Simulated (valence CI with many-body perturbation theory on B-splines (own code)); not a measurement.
**Pm⁴⁷⁺: magnetic and hyperfine properties of the levels**

Calculated by valence CI with perturbative core correlation (CI+MBPT): four valence electrons over a frozen Dirac-Fock core [Ne], a basis of 11 s, 11 p, 9 d, 7 f, 5 g, 2 h, 1 i functions for each j, with the one-electron correlation potential Σ1 (screened to all orders), the two-electron term Σ2, the three-electron term Σ3, Breit, model QED; selected single and double excitations, second order for the rest (own B-spline code, finite nucleus).

No measured spectrum was set against this ion. As an estimate, large intervals hold to a few tenths of a per cent, small ones and those within an open d or f shell to about a per cent.

A/g_I is the dipole constant over the nuclear g factor μ/I (μ in nuclear magnetons, uniformly magnetised nucleus), B/Q the quadrupole constant per barn. Both hold the static response of the core; the bare values leave it out. Large factors of s and p1/2 electrons are usually good to 5 to 10 %; those of open d and f shells near neutrality can be off by tens of per cent, and small factors of p3/2, d and f electrons come from cancelling terms and can be off by a factor of two or in sign, in half-filled shells by more. B is blank for J = 1/2, where it vanishes, and for nearly pure S terms. Energies count from the lowest level. Levels with J = 0 are left out.

Levels are named by their leading jj configuration (3d3/2^4 stands for four electrons in 3d with j = 3/2), which in mixed levels can hold well under half, so a name can repeat and another be missing. Letters in brackets count levels of one name in rising energy.

```
                         Level  E (Ry)      g  A/g_I (MHz)  A/g_I bare  B/Q (MHz/b)  B/Q bare
        (3s^2 3p1/2 3p3/2) J=1   9.931  1.493       -56000      -52200       106000    104000
        (3s^2 3p1/2 3p3/2) J=2  10.480  1.177       274000      270000       183000    180000
        (3s 3p1/2^2 3p3/2) J=2  19.024  1.570       654000      642000       184000    181000
        (3s 3p1/2^2 3p3/2) J=1  20.702  1.011      -404000     -392000       129000    127000
            (3s^2 3p3/2^2) J=2  20.811  1.306       113000      112000        27900     27400
        (3s^2 3p1/2 3d3/2) J=2  22.592  0.760       234000      231000        39500     40700
        (3s^2 3p1/2 3d3/2) J=1  24.957  0.880      -173000     -166000        27600     28000
        (3s^2 3p1/2 3d5/2) J=2  25.852  1.335       -12300       -9530        12700     14100
        (3s^2 3p1/2 3d5/2) J=3  25.979  1.126       166000      164000        15800     17700
    (3s 3p1/2 3p3/2^2) J=2 [a]  28.891  1.460       378000      372000        89600     88300
        (3s 3p1/2 3p3/2^2) J=3  29.729  1.300       552000      541000        27600     27300
    (3s 3p1/2 3p3/2^2) J=1 [a]  31.148  1.265       568000      556000      -160000   -158000
    (3s 3p1/2 3p3/2^2) J=2 [b]  31.300  1.090        77000       77800       -20300    -19900
        (3s 3p1/2^2 3d3/2) J=1  31.890  0.401      -509000     -494000        16100     16700
    (3s 3p1/2 3p3/2^2) J=1 [b]  31.899  1.368       289000      285000        94500     93000
        (3s 3p1/2^2 3d3/2) J=2  32.270  1.160       585000      573000        32100     33100
        (3s^2 3p3/2 3d3/2) J=3  34.713  1.115       101000      101000       200000    198000
        (3s^2 3p3/2 3d3/2) J=2  34.768  1.061        35100       37000       -22700    -22300
        (3s^2 3p3/2 3d3/2) J=1  34.830  1.133       123000      123000       -97500    -96700
        (3s 3p1/2^2 3d5/2) J=3  35.020  1.365       403000      396000        30500     32200
        (3s^2 3p3/2 3d5/2) J=4  35.669  1.242        55800       56800       259000    257000
        (3s 3p1/2^2 3d5/2) J=2  35.805  1.027      -307000     -296000         3290      5140
        (3s^2 3p3/2 3d5/2) J=2  36.002  1.268        80300       80900      -141000   -138000
        (3s^2 3p3/2 3d5/2) J=3  37.710  1.175        67000       67500        25500     26700
        (3s^2 3p3/2 3d5/2) J=1  38.177  1.091       -22100      -19300        31200     31300
(3s 3p1/2 3p3/2 3d3/2) J=2 [a]  40.174  1.182       150000      149000        24500     24300
(3s 3p1/2 3p3/2 3d3/2) J=1 [a]  40.869  1.179       283000      279000       -99400    -98600
(3s 3p1/2 3p3/2 3d3/2) J=3 [a]  41.143  1.157       373000      367000        31000     31100
(3s 3p1/2 3p3/2 3d3/2) J=2 [b]  41.200  1.173       215000      213000       -41700    -41300
              (3s 3p3/2^3) J=2  41.420  1.390       646000      632000      -205000   -202000
    (3s 3p1/2 3p3/2 3d3/2) J=4  42.026  1.199       437000      429000       137000    136000
(3s 3p1/2 3p3/2 3d3/2) J=2 [c]  42.864  0.898       215000      211000       -64300    -62900
(3s 3p1/2 3p3/2 3d5/2) J=4 [a]  43.084  1.393       252000      249000       252000    250000
(3s 3p1/2 3p3/2 3d3/2) J=3 [b]  43.116  1.373       393000      387000       155000    153000
```

(1) Take the isotope of mass number 147, with I = 7/2, μ = 2.58 μN and Q = 0.74 b. What is the hyperfine structure of (3s^2 3p1/2 3p3/2) J=1?

Results:

(1) From the table A = -41300 MHz, B = 78100 MHz. Shifts from the centre of gravity in MHz: F = 5/2: 228000, F = 7/2: -14500, F = 9/2: -125000.
